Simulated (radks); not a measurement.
Ti16+, configuration [He] 2s2 2p2. All-electron calculation, scalar-relativistic Kohn-Sham, exchange-only LDA, spin-polarised, spherical densities, point nucleus; open shells are filled with parallel spins first. Program: a radial shooting solver on a logarithmic mesh with Libxc functionals.

Normalised radial functions P(r) = r R(r), r in bohr:

```
   r/bohr * 1s up (the largest magnitude, 3.41, reaches the edge; | marks zero)
 0.003701 |           *
 0.004107 |            *
 0.004521 |             *
 0.004976 |              *
 0.005477 |               *
 0.006029 |                 *
 0.006637 |                  *
 0.007306 |                    *
 0.008042 |                     *
 0.008852 |                       *
 0.009744 |                         *
  0.01081 |                           *
   0.0119 |                             *
   0.0131 |                                *
  0.01442 |                                  *
  0.01587 |                                    *
  0.01747 |                                      *
  0.01923 |                                         *
  0.02117 |                                           *
   0.0233 |                                             *
  0.02565 |                                               *
  0.02824 |                                                 *
  0.03133 |                                                   *
  0.03449 |                                                    *
  0.03796 |                                                     *
  0.04179 |                                                      *
    0.046 |                                                      *
  0.05063 |                                                      *
  0.05574 |                                                     *
  0.06135 |                                                   *
  0.06753 |                                                 *
  0.07434 |                                               *
  0.08249 |                                            *
   0.0908 |                                        *
  0.09995 |                                    *
     0.11 |                                *
   0.1211 |                            *
   0.1333 |                       *
   0.1467 |                   *
   0.1615 |               *
   0.1778 |            *
   0.1957 |         *
   0.2154 |      *
    0.239 |    *
   0.2631 |  *
   0.2896 | *
   0.3188 |*
   0.3509 |*
   0.3863 *
   0.4252 *
   0.4681 *
   0.5152 *
   0.5672 *
   0.6293 *
   0.6927 *
   0.7625 *
   0.8394 *
   0.9239 *
    1.017 *
```

1s up: eigenvalue -5626.4 eV, 0 radial nodes, <r> = 0.0695 bohr, 90 % of the charge inside 0.124 bohr.
